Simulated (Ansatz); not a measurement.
The first iterations of a band of BFH2O2 + CH4 (11 atoms, charge 0, multiplicity 1).

Computed with RKS PBE0-D4/6-31G* in Ansatz 0.2.0.

```json
{
 "movable images": "5",
 "climbing image": "yes",
 "spring": "5.0 eV/Å²",
 "optimiser": "quadratic models (default)",
 "start path": "through a guess of the saddle point",
 "force threshold": "0.5 eV/Å",
 "iteration limit": "60",
 "end points": "relaxed"
}
```

Image 0:

```xyz
11
Properties=species:S:1:pos:R:3
B -0.462 0.092 -1.483
F 0.777 -0.297 -1.799
O -0.708 1.378 -1.102
O -1.458 -0.823 -1.556
H 1.278 -0.704 0.737
C 0.811 -0.364 1.664
H 0.102 1.902 -1.084
H -2.301 -0.431 -1.298
H 0.104 0.441 1.445
H 0.279 -1.198 2.129
H 1.581 0.003 2.347
```

Image 6:

```xyz
11
Properties=species:S:1:pos:R:3
B -0.484 0.418 -0.207
F 1.544 -2.194 -0.733
O -1.285 1.489 -0.488
O -0.497 -0.595 -1.145
H 0.771 -1.725 -1.012
C 0.406 0.244 1.074
H -1.243 2.164 0.198
H -1.074 -0.388 -1.894
H 0.966 1.155 1.321
H -0.218 0.008 1.947
H 1.114 -0.577 0.939
```

| iteration | highest image above the first end (eV) | largest band force component (eV/Å) |
| --- | --- | --- |
| 1 | 12.442 | 33.352 |
| 2 | 3.121 | 3.072 |
| 3 | 3.091 | 2.044 |

Question: Does the band converge within its limit, and where does its top end?

Answer: It converged. It ended after 10 iterations with the highest image 2.953 eV above the first end. The threshold of 0.5 eV/Å is loose, so the images may lie well off the minimum-energy path. Neighbouring images differ by up to 2.8 eV, so the band resolves the path poorly. The order of the stationary point at the top wasn't checked. The orbitals stay closed-shell, which can raise the energy where a bond breaks towards radicals; this wasn't checked here.

Time of the run: 3.9 min on 2 threads of Intel(R) Xeon(R) Processor @ 2.50GHz (Skylake/Cascade Lake), with other jobs on the host, peak memory 0.18 GiB.
